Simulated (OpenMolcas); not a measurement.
# Multiplet structure of Fe⁴⁺

```yaml
Program: OpenMolcas 26.06
Method: RASSCF
Basis: ANO-RCC-VQZP [7s6p4d3f2g1h]
Scalar_Hamiltonian: DKH2, point nucleus
Active_space: 10 electrons in 8 orbitals (RAS1 3p, at most 2 holes; RAS2 3d)
State_averaging: 2S+1 = 5 even, 5 roots; 2S+1 = 3 even, 45 roots; 2S+1 = 1 even, 44 roots
Spin-orbit_coupling: RASSI with atomic mean-field integrals over the reference wave functions, term energies averaged over their components
```

Spin-free terms above the lowest, with the occupations of the reference:

```csv
Configuration,Term,E (cm⁻¹),Occupations
3d⁴,⁵D,0.0,3p 5.98 3d 4.02
3d⁴,³P(1),26123,3p 5.97 3d 4.03
3d⁴,³H,28832,3p 5.98 3d 4.02
3d⁴,³F(1),29220,3p 5.98 3d 4.02
3d⁴,³G,34289,3p 5.98 3d 4.02
3d⁴,¹G(1),40784,3p 5.98 3d 4.02
3d⁴,³D,41981,3p 5.98 3d 4.02
3d⁴,¹I,43194,3p 5.99 3d 4.01
3d⁴,¹S,43906,3p 5.97 3d 4.03
3d⁴,¹D,49220,3p 5.97 3d 4.03
3d⁴,¹F,59402,3p 5.98 3d 4.02
3d⁴,³P(2),68634,3p 5.97 3d 4.03
3d⁴,³F(2),68722,3p 5.97 3d 4.03
3d⁴,¹G(2),78852,3p 5.98 3d 4.02
```

With spin-orbit coupling, above the lowest level:

| Configuration | Term | J | E (cm⁻¹) | Measured (cm⁻¹) | g | Term weight % |
| --- | --- | --- | --- | --- | --- | --- |
| 3d⁴ | ⁵D | 0 | 0.0 | 0.0 |  | 100 |
| 3d⁴ | ⁵D | 1 | 151 | 142 | 1.501 | 100 |
| 3d⁴ | ⁵D | 2 | 443 | 417 | 1.501 | 100 |
| 3d⁴ | ⁵D | 3 | 860 | 803 | 1.501 | 100 |
| 3d⁴ | ⁵D | 4 | 1386 | 1283 | 1.501 | 100 |
| 3d⁴ | ³P(1) | 0 | 25344 | 24055 |  | 99 |
| 3d⁴ | ³P(1) | 1 | 26238 | 24973 | 1.500 | 100 |
| 3d⁴ | ³P(1) | 2 | 27787 | 26468 | 1.500 | 100 |
| 3d⁴ | ³H | 4 | 29247 | 24932 | 0.814 | 96 |
| 3d⁴ | ³H | 5 | 29589 | 25226 | 1.035 | 99 |
| 3d⁴ | ³F(1) | 2 | 29808 | 26761 | 0.667 | 100 |
| 3d⁴ | ³H | 6 | 29949 | 25528 | 1.167 | 100 |
| 3d⁴ | ³F(1) | 3 | 29964 | 26842 | 1.078 | 98 |
| 3d⁴ | ³F(1) | 4 | 30173 | 26974 | 1.234 | 95 |
| 3d⁴ | ³G | 3 | 34832 | 29817 | 0.755 | 98 |
| 3d⁴ | ³G | 4 | 35209 | 30147 | 1.051 | 97 |
| 3d⁴ | ³G | 5 | 35564 | 30430 | 1.199 | 99 |
| 3d⁴ | ¹G(1) | 4 | 41825 | 36586 | 1.001 | 98 |
| 3d⁴ | ³D | 3 | 42754 | 36630 | 1.334 | 100 |
| 3d⁴ | ³D | 2 | 42850 | 36758 | 1.166 | 99 |
| 3d⁴ | ³D | 1 | 43002 | 36925 | 0.500 | 100 |
| 3d⁴ | ¹I | 6 | 44106 | 37512 | 1.000 | 100 |
| 3d⁴ | ¹S | 0 | 44894 | 39633 |  | 99 |
| 3d⁴ | ¹D | 2 | 50189 | 46291 | 1.001 | 99 |
| 3d⁴ | ¹F | 3 | 60252 | 52733 | 1.001 | 99 |
| 3d⁴ | ³P(2) | 2 | 69016 | 61854 | 1.501 | 100 |
| 3d⁴ | ³F(2) | 4 | 69551 | 62238 | 1.250 | 100 |
| 3d⁴ | ³F(2) | 2 | 69689 | 62321 | 0.666 | 100 |
| 3d⁴ | ³F(2) | 3 | 69699 | 62364 | 1.083 | 99 |
| 3d⁴ | ³P(2) | 1 | 70049 | 62914 | 1.501 | 100 |
| 3d⁴ | ³P(2) | 0 | 70586 | 63420 |  | 100 |
| 3d⁴ | ¹G(2) | 4 | 79764 | 71280 | 1.000 | 100 |

Against the 31 measured excited levels shown (Corliss and Sugar, J. Phys. Chem. Ref. Data 11, 135 (1982)) the mean absolute deviation is 4500 cm-1; the largest miss in energy is 3d⁴ ¹G₄(2): computed 79764, measured 71280 cm⁻¹ (+11.9 %), and the largest in proportion 3d⁴ ¹I₆ (+17.6 %).

Spin-orbit coupling puts the lowest level 881 cm⁻¹ below the lowest spin-free term.

For ⁵D the intervals divided by the larger J are 150.8, 145.9, 139.1, 131.6 cm-1. Landé's interval rule makes them equal in pure LS coupling; they differ by 14 % of their mean. The multiplet is regular.

Without dynamic correlation excited terms often stand tens of per cent too high (terms of higher spin than the ground term too low), and those without a measured partner can miss by more than the paired ones. Active for correlation alone: 3p; no level in the range computed is led by a configuration that opens it, so any true level of that kind is missing. Computed and measured levels are paired by configuration, term and J; levels that our copy of the source lacks, or whose pairing is in doubt (as where it misses far off the trend of its configuration), stay unpaired and out of the deviations. Only configurations of the active space appear. The first state left out of the spin-orbit step lies near 110000 cm-1 above the lowest spin-free state of the reference (among the parities and spins computed), and the list stops at four fifths of that energy or lower.

The term weight is that of the spin-free term in the level, not the purity of its configuration. A number in round brackets counts repeated terms of one configuration in the order of the reference energies.
